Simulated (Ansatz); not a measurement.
`[O]=[Ta]([OH])([F])[Cl]` + `C#[C][Al]([F])[Cl]` → `[O]=[Ta]([OH])([Cl])[Cl]` + `C#[C][Al]([F])[F]` at 700 K and 1 bar (redistribution).

Calculated with Ansatz (gas phase, PBE0-D4/def2-TZVP geometries, no zero-point term in ΔE). CCSD(T)/CBS is the MP2 limit (def2-TZVPP, def2-QZVPP) plus CCSD(T) − MP2 in def2-TZVPP, frozen cores. def2 core potentials past Kr. For Ta outer-core shells are correlated without core-valence functions, which leaves a few kJ/mol of doubt a bond. Each species was taken in one conformer, which may not be the lowest.

| species | CCSD(T)/CBS energy (Eh) | H − E (kJ/mol) | S (J/(mol·K)) |
| --- | --- | --- | --- |
| `[O]=[Ta]([OH])([F])[Cl]` | -767.66252 | 116.1 | 452.0 |
| `C#[C][Al]([F])[Cl]` | -878.39595 | 120.9 | 423.4 |
| `[O]=[Ta]([OH])([Cl])[Cl]` | -1127.64682 | 115.4 | 464.4 |
| `C#[C][Al]([F])[F]` | -518.41825 | 121.9 | 403.7 |

H − E and S are ideal-gas, rigid-rotor, harmonic terms from PBE0-D4/def2-TZVP, for one conformer and one mirror image of each species. 1 Eh = 2625.50 kJ/mol, R = 8.31446 J/(mol·K).

Problem. By hand: ΔE, ΔH, ΔS and ΔG.

Solution. ΔE = (-1127.64682) + (-518.41825) − (-767.66252) − (-878.39595) = -0.00660 Eh = -17.3 kJ/mol. Δ(H − E) = 115.4 + 121.9 − 116.1 − 120.9 = 0.3, so ΔH = -17.0 kJ/mol. ΔS = 464.4 + 403.7 − 452.0 − 423.4 = -7.3 J/(mol·K). ΔG = -17.0 − 700 × (-7.3)/1000 = -11.9 kJ/mol.

Problem. By hand: the equilibrium constant, and the temperature at which ΔG would vanish if ΔH and ΔS stayed fixed.

Solution. log₁₀ K = −ΔG/(RT ln 10) = 0.9. ΔG = 0 at ΔH/ΔS = 2329 K, though so small a ΔS makes that figure unsure.

The number of gas molecules stays the same, so ΔS is small and ΔH decides. A doubt of 5 kJ/mol in ΔE shifts log₁₀ K by 0.4 here. Other conformers and mirror images would add mixing entropy, several J/(mol·K) or more a flexible species. These are equilibria of isolated gas molecules and say nothing of rates. Largest T1 diagnostic: 0.020 (customary marks: 0.02 for closed shells, 0.045 for open ones).
